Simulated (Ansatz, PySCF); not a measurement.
Species: C$_{2}$H$_{6}$BBr, net charge 0, singlet state. 
Geometry from a B3LYP-D3(BJ)/def2-TZVP (Ansatz, a first-principles code) optimisation:
```
B
C 1 1.5568
H 2 1.0894 1 114.36
H 2 1.0927 3 109.77 1 -127.19
H 2 1.0988 3 106.64 4 -114.68
C 1 1.5568 2 124.22 3 -152.49
H 6 1.0894 1 114.36 2 -152.49
H 6 1.0927 7 109.77 1 -127.19
H 6 1.0988 7 106.64 8 -114.68
Br 1 1.9497 2 117.89 3 27.51
```

Dipole moments at this geometry, in debye (magnitudes).

```
level                 program  dipole (D)
--------------------  -------  ----------
HF/def2-TZVPD           PySCF        2.11
PBE/def2-TZVPD         Ansatz        1.78
r2SCAN/def2-TZVPD      Ansatz        1.89
B97M-V/def2-TZVPD      Ansatz        1.87
B3LYP/def2-TZVPD       Ansatz        1.84
TPSSh/def2-TZVPD        PySCF        1.85
r2SCAN0/def2-TZVPD     Ansatz        1.95
M06-2X/def2-TZVPD       PySCF         ___
HSE06/def2-TZVPD       Ansatz        1.89
CAM-B3LYP/def2-TZVPD    PySCF        1.91
LC-wPBE/def2-TZVPD     Ansatz        1.96
wB97M-V/def2-TZVPD     Ansatz        1.89
wB97X-V/def2-TZVPD     Ansatz        1.94
CCSD(T)/aug-cc-pVDZ    Ansatz         ___
```

Problem. What belongs in the gaps?

Solution. 
- M06-2X/def2-TZVPD, dipole (D): 1.93
- CCSD(T)/aug-cc-pVDZ, dipole (D): 1.77
